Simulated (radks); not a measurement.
Values are calculated unless marked as measured or tabulated.
The nuclear charge of neutral fluorine is varied continuously with 9 electrons held in [He] 2s2 2p5. Code: a radial shooting solver on a logarithmic mesh with Libxc functionals. Model: non-relativistic Kohn-Sham, TPSS, spin-polarised, spherical densities, point nucleus; open shells are filled with parallel spins first; meta-GGA in the generalised Kohn-Sham scheme. By the Hellmann-Feynman theorem dE/dZ = E(electron-nucleus)/Z, the electronic potential at the nucleus.

[
 {"Z": "8.8", "E (hartree)": "-94.53287", "E(electron-nucleus)/Z (hartree)": "-25.7572", "HOMO": "2p", "e(HOMO) (eV)": "-6.954", "<r> HOMO (bohr)": "1.193"},
 {"Z": "9", "E (hartree)": "-99.76026", "E(electron-nucleus)/Z (hartree)": "-26.5164", "HOMO": "2p", "e(HOMO) (eV)": "-10.242", "<r> HOMO (bohr)": "1.126"},
 {"Z": "9.2", "E (hartree)": "-105.13935", "E(electron-nucleus)/Z (hartree)": "-27.2742", "HOMO": "2p", "e(HOMO) (eV)": "-13.847", "<r> HOMO (bohr)": "1.068"},
 {"Z": "9.4", "E (hartree)": "-110.66988", "E(electron-nucleus)/Z (hartree)": "-28.0309", "HOMO": "2p", "e(HOMO) (eV)": "-17.759", "<r> HOMO (bohr)": "1.016"},
 {"Z": "9.6", "E (hartree)": "-116.35166", "E(electron-nucleus)/Z (hartree)": "-28.7867", "HOMO": "2p", "e(HOMO) (eV)": "-21.972", "<r> HOMO (bohr)": "0.9710"},
 {"Z": "9.8", "E (hartree)": "-122.18453", "E(electron-nucleus)/Z (hartree)": "-29.5418", "HOMO": "2p", "e(HOMO) (eV)": "-26.480", "<r> HOMO (bohr)": "0.9301"},
 {"Z": "10", "E (hartree)": "-128.16836", "E(electron-nucleus)/Z (hartree)": "-30.2964", "HOMO": "2p", "e(HOMO) (eV)": "-31.281", "<r> HOMO (bohr)": "0.8930"}
]

The central difference of E at Z = 9 is -26.516 hartree, to compare with the third column; the second derivative is -3.79 hartree.
